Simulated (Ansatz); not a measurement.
Species: difluoro(dihydroxy)silane, sum formula H$_{2}$SiO$_{2}$F$_{2}$, net charge 0, singlet state. 
Geometry from a B3LYP-D3(BJ)/def2-TZVP (Ansatz, a quantum-chemistry and plane-wave program) optimisation:
```xyz
7

Si     0.0072     0.0148    -0.0066
F     -0.0197    -0.4533     1.5114
F     -0.7513    -1.1329    -0.8015
O     -0.7413     1.4279    -0.2216
O      1.5308     0.1965    -0.5054
H     -1.6947     1.4470    -0.3304
H      2.2165    -0.3734    -0.1501
```
Charge 0, spin multiplicity 1.

Wanted: vertical ionisation energy (to the doublet state of charge +1; each state is the SCF solution reached for its spin), in eV. Cores are frozen in the correlated levels unless marked. Open shells are spin-unrestricted. No spin-orbit coupling. Non-relativistic. Basis-set limits of correlation are two-point, X^-3; Hartree-Fock from the larger set.

CCSD(T)/CBS(aug-cc-pV(T+d)Z,aug-cc-pV(Q+d)Z) (Ansatz) gives 13.53 eV.

Task: Another calculation gave 13.02 eV. Which level was it?
(A) wB97M-V/def2-TZVPD (Ansatz)
(B) B2PLYP/def2-TZVPD (Ansatz)
(C) B3LYP/def2-TZVPD (Ansatz)
(D) r2SCAN/def2-TZVPD (Ansatz)

Result: A, wB97M-V/def2-TZVPD (Ansatz). The others give 13.24 (B2PLYP), 12.29 (r2SCAN), 12.64 (B3LYP) eV.
